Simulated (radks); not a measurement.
These are the eigenvalues of the occupied orbitals of an atom or ion with whole-number occupations (hartree). Calculated with a radial shooting solver on a logarithmic mesh with Libxc functionals: non-relativistic Kohn-Sham, TPSS, spin-polarised, spherical densities, point nucleus; meta-GGA in the generalised Kohn-Sham scheme.

| orbital | eigenvalue |
|---|---|
| 1s up | -31.50768 |
| 1s down | -31.47106 |
| 2s up | -2.10892 |
| 2s down | -2.02844 |
| 2p up | -1.23081 |
| 2p down | -1.14955 |

Which element is it, and in what charge state? The configuration may be excited. Open shells, if any, are filled with parallel spins first.

Answer. Z = 10, neon, charge +1: Ne+ in [He] 2s2 2p5. The list shows which subshells hold electrons but not how many an open one holds; the 1s level, -31.508 hartree, gives Z - s = 7.9 by -(Z - s)^2/2, which with screening narrows Z to a few neighbours, and the depths of the outer levels then fix element, charge and occupations together.
